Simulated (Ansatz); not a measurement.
`N[SiH2][GeH2][SH]` + CH₃NH₂ → `CN[SiH2]N` + `[SH][GeH3]`  (cleavage of the Si–Ge bond)

Isolated molecules relaxed with PBE0-D4/def2-TZVP in Ansatz; ΔE leaves out vibrations. CBS: MP2 limit from def2 TZ/QZ plus the TZ coupled-cluster correction, frozen cores. DFT in def2-TZVPP. HSE06 is defined as in plane-wave codes. For Ge outer-core shells are correlated without core-valence functions, which leaves a few kJ/mol of doubt a bond. Scalar relativity is left out up to krypton. Each species was taken in one conformer, which may not be the lowest.

(1) Is it downhill or uphill in electronic energy at CCSD(T)/CBS, and by how much? (An estimate is asked.)

(2) What do these levels give: LDA (SPW92), PBE-D4, PBE0-D4, HSE06-D4, ωB97X-V, B2PLYP, PBE-QIDH, r2SCANh, CAM-B3LYP, CCSD/def2-TZVPP, MP2/CBS(def2), CCSD/CBS(def2)? (Estimate.)

Largest T1 diagnostic among the species: 0.011.

Results:

(1) Ansatz gave: Downhill: ΔE = -48.8 kJ/mol.

(2) Ansatz gave: LDA (SPW92) -46.8, PBE-D4 -35.0, PBE0-D4 -40.1, HSE06-D4 -39.8, ωB97X-V -50.6, B2PLYP -52.2, PBE-QIDH -49.2, r2SCANh -48.3, CAM-B3LYP -57.0, CCSD/def2-TZVPP -52.1, MP2/CBS(def2) -52.7, CCSD/CBS(def2) -50.5 kJ/mol.

From BLYP to BHLYP (50 % exact exchange), in def2-TZVPP and without D4, ΔE moves by −12.6 kJ/mol. In def2-TZVPP, CCSD(T) changes the Hartree–Fock value by +13.3 kJ/mol (the triples alone add +1.7 kJ/mol) and MP2 by +9.3 kJ/mol. At CCSD(T), def2-SVP lies −3.2 kJ/mol from the extrapolated value and def2-TZVPP −1.5 kJ/mol.
